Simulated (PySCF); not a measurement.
Dipole response of Mn²⁺ (manganese, charge +2)

[Ar] 3d5, high-spin 6S determinant. All numbers are calculated (PySCF 2.14, the non-relativistic Hamiltonian (point nucleus), in aug-cc-pVTZ). Coupled (time-dependent) response in atomic units; α is the mean over directions.

```
method  mean α (bohr³)  C₆ (like pair)  S(−4)
  BLYP           4.151           12.32  10.46
 B3LYP           3.868           11.42  8.372
```

S(−4) is the Cauchy moment in α(ω) = α(0) + S(−4) ω² + …

α(iu) at BLYP:

| u (hartree) | α(iu) (bohr³) |
| --- | --- |
| 0 | 4.151 |
| 0.0500 | 4.125 |
| 0.100 | 4.051 |
| 0.200 | 3.798 |
| 0.300 | 3.482 |
| 0.500 | 2.888 |
| 0.750 | 2.333 |
| 1.00 | 1.932 |
| 1.50 | 1.394 |
| 2.00 | 1.054 |
| 3.00 | 0.6590 |
| 5.00 | 0.3243 |

A single London oscillator, α(iu) = α/(1 + u²/ω²), gives C₆ = (3/4) ω α². Matching the computed C₆ needs ω = 4 × 12.32 / (3 × 4.151²) = 0.953 hartree.

For an ion, C₆ is the dispersion term alone; charge-induced terms of lower order in 1/R come first.
